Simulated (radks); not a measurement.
The numbers below are computed, except where a source is named.
Task: Ionisation of the antimony ion Sb+, [Kr] 4d10 5s2 5p2, to Sb2+, [Kr] 4d10 5s2 5p1, under several functionals. Dirac Kohn-Sham, spin-unpolarised, spherical densities, finite nucleus; open shells are shared between the two j in proportion to 2j + 1; a radial shooting solver on a logarithmic mesh with Libxc functionals. The NIST Atomic Spectra Database gives 16.63 eV (measured). Rank these functionals by the error of their Delta-SCF ionisation energy: B86b exchange with PBE correlation; OLYP; LDA (Slater exchange, Perdew-Zunger correlation); LDA (Slater exchange, VWN5 correlation); PBE; LDA (Slater exchange, Perdew-Wang correlation); BLYP; AM05.

Result: From best to worst: LDA (Slater exchange, Perdew-Zunger correlation) 16.275 eV (-0.351); LDA (Slater exchange, VWN5 correlation) 16.270 eV (-0.356); LDA (Slater exchange, Perdew-Wang correlation) 16.269 eV (-0.357); B86b exchange with PBE correlation 16.017 eV (-0.609); PBE 15.989 eV (-0.637); AM05 15.982 eV (-0.644); BLYP 15.934 eV (-0.692); OLYP 15.729 eV (-0.897). Spin polarisation and multiplet splitting are left out, so open shells lie too high by an amount that depends on their filling. Sharing an open shell by 2j + 1 raises it above the true ground level by a part of the spin-orbit splitting, which enters the differences from NIST.

Beside tabulated values, note that spin-unpolarised runs miss the spin-polarisation part of the exchange energy of open shells.
